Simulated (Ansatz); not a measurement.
Born–Oppenheimer molecular dynamics of CH$_{7}$FOSi$_{2}$ (12 atoms, charge 0, multiplicity 1). It starts from a relaxed structure.

Computed with RKS CAM-B3LYP/6-31G in Ansatz 0.2.0.

| Item | Value |
| --- | --- |
| ensemble | NVE (velocity Verlet) |
| time step | 1 fs |
| steps asked | 150 |
| starting velocities drawn for | 500 K |
| seed | 947832 |

First frame:

```xyz
12
Properties=species:S:1:pos:R:3
O -0.203 1.400 2.144
C 0.323 1.031 0.898
F 1.588 0.343 1.074
Si -0.896 -0.224 0.084
Si 0.252 -1.315 -1.650
H 0.339 2.075 2.598
H 0.568 1.901 0.279
H -1.336 -1.166 1.155
H -2.078 0.543 -0.427
H 0.967 -0.303 -2.495
H -0.704 -2.067 -2.526
H 1.258 -2.273 -1.098
```

How far do the bonds stretch over the last three quarters of this one trajectory? (Pairs bonded in most of those frames.)


```tsv
bond	mean (Å)	spread (Å)	shortest	longest
O1–C2	1.404	0.032	1.35	1.46
O1–H6	0.979	0.011	0.96	1.00
C2–F3	1.457	0.026	1.41	1.50
C2–Si4	1.937	0.036	1.89	2.01
C2–H7	1.102	0.041	1.04	1.16
Si4–Si5	2.353	0.023	2.31	2.39
Si4–H8	1.493	0.008	1.48	1.51
Si4–H9	1.508	0.053	1.42	1.58
Si5–H10	1.515	0.061	1.42	1.60
Si5–H11	1.500	0.026	1.46	1.54
Si5–H12	1.499	0.020	1.46	1.53
```

Mean temperature of the second half: 236 K. The conserved energy stayed within 1.1 meV per atom of its start (net change 0.45 meV per atom), so the integration is sound. Over the second half the temperature averaged 0.47 of the 500 K drawn at the start: a run that starts near a minimum puts about half its kinetic energy into the potential. A run of 0.15 ps of so small a system gives no equilibrium averages. Limits of this set-up: no polarisation functions.

Run time: 9.8 min on 1 thread of Arm Neoverse V1, with other jobs on the host, peak memory 0.15 GiB.
